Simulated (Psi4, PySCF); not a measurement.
PySCF was given this input:
```python
from pyscf import gto, scf, cc

mol = gto.M(
    atom='''
Cl   -1.616614   -1.230963    0.932749
B    -0.926728   -0.086481   -0.070011
Cl   -1.658216    0.925362   -1.180152
B     0.926728    0.086481    0.070011
Cl    1.816168   -0.894556   -0.948701
Cl    1.458661    1.200157    1.196103
''',
    basis='sto-3g',
    charge=1,
    spin=1,
    verbose=4,
)

mf = scf.UHF(mol)
mf.kernel()

mycc = cc.CCSD(mf, frozen=22)
mycc.kernel()
et = mycc.ccsd_t()
print('E(CCSD(T)) = %.10f' % (mycc.e_tot + et))
```

Q: Write the same job for Psi4.

A: One answer among several that fit: 
```
memory 2 GB

molecule {
1 2
Cl   -1.61661384   -1.23096321    0.93274935
B    -0.92672809   -0.08648054   -0.07001120
Cl   -1.65821554    0.92536222   -1.18015171
B     0.92672809    0.08648054    0.07001120
Cl    1.81616846   -0.89455649   -0.94870065
Cl    1.45866093    1.20015748    1.19610301
}

set {
  basis sto-3g
  reference uhf
  freeze_core true
  mp2_type conv
  scf_type pk
  puream true
  d_convergence 1e-8
}

energy('ccsd(t)')
print_variables()
```

Both were run: PySCF gave -1867.020158 Eh and Psi4 -1867.020158 Eh, 0.000 mEh apart.
